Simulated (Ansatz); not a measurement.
All numbers were calculated with Ansatz.

A structure relaxed at PBE0-D4/def2-TZVP, charge 0, multiplicity 1:

```xyz
16

O     2.794   -0.566   -0.238
Si    1.479    0.362   -0.513
O     1.808    1.157   -1.903
O     1.158    1.496    0.620
N     0.131   -0.696   -0.547
Si   -1.336   -0.506    0.288
O    -2.086   -1.953    0.179
O    -2.287    0.688   -0.294
O    -1.052   -0.045    1.852
H     3.631   -0.202   -0.531
H     1.231    1.891   -2.119
H     0.627    1.206    1.370
H     0.210   -1.527   -1.115
H    -3.044   -1.943    0.187
H    -2.540    1.371    0.329
H    -0.725   -0.732    2.436
```

Question: Give its formula and SMILES.

Answer: H7NO6Si2, `O[Si](O)(O)N[Si](O)(O)O`.

Question: Point group (tolerance 0.08 Å, 0.16 Å for H)?

Answer: C1.

Question: Summarise the bond lengths by kind.

Answer: 6 × O–Si 1.632 to 1.656 Å; 6 × H–O 0.958 to 0.964 Å; 2 × N–Si 1.699 to 1.714 Å; 1 × H–N 1.010 Å.
